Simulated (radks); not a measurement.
Results of a calculation; reference values are marked as such.
Task: Radial electron density D(r) = 4 pi r^2 rho(r) of an atom or ion with 12 electrons. Level of theory: non-relativistic Kohn-Sham, LDA (Slater exchange, Perdew-Wang correlation), spin-polarised, spherical densities, point nucleus (a radial shooting solver on a logarithmic mesh with Libxc functionals).

```
   r/bohr * D(r) (the largest magnitude, 19.5, reaches the edge; | marks zero)
 0.003731 |*
 0.004173 | *
 0.004705 | *
 0.005263 |  *
 0.005934 |  *
 0.006637 |   *
 0.007423 |    *
  0.00837 |     *
 0.009362 |      *
  0.01056 |        *
  0.01181 |          *
  0.01331 |            *
  0.01489 |              *
  0.01665 |                 *
  0.01878 |                    *
    0.021 |                        *
  0.02368 |                            *
  0.02649 |                                *
  0.02986 |                                    *
   0.0334 |                                        *
  0.03736 |                                            *
  0.04212 |                                                *
  0.04712 |                                                   *
  0.05312 |                                                     *
  0.05942 |                                                      *
    0.067 |                                                      *
  0.07494 |                                                    *
  0.08382 |                                                  *
   0.0945 |                                               *
   0.1057 |                                           *
   0.1192 |                                       *
   0.1333 |                                     *
   0.1503 |                                    *
   0.1681 |                                    *
    0.188 |                                      *
    0.212 |                                          *
   0.2371 |                                              *
   0.2674 |                                                  *
   0.2991 |                                                    *
   0.3372 |                                                    *
   0.3771 |                                                  *
   0.4218 |                                            *
   0.4756 |                                     *
    0.532 |                             *
   0.5998 |                     *
   0.6709 |              *
   0.7564 |          *
   0.8461 |       *
   0.9464 |      *
    1.067 |     *
    1.193 |     *
    1.346 |    *
    1.505 |   *
    1.697 |  *
    1.898 | *
    2.123 |*
    2.394 *
    2.677 *
    3.019 *
    3.377 *
    3.807 *
    4.258 *
```

What is the nuclear charge?

Result: Z = 17. The innermost maximum, from 1s, lies near 1/Z = 0.0588 bohr (found: 0.0623), and its height grows with Z. The density is that of the chlorine ion Cl5+ in [Ne] 3s2; the configuration itself is not fixed sharply by these data, and Z only to about a unit. D(r) has 2 maxima, at r = 0.0623, 0.316 bohr, and minima at 0.153 bohr, inside which lie 2.17 electrons.
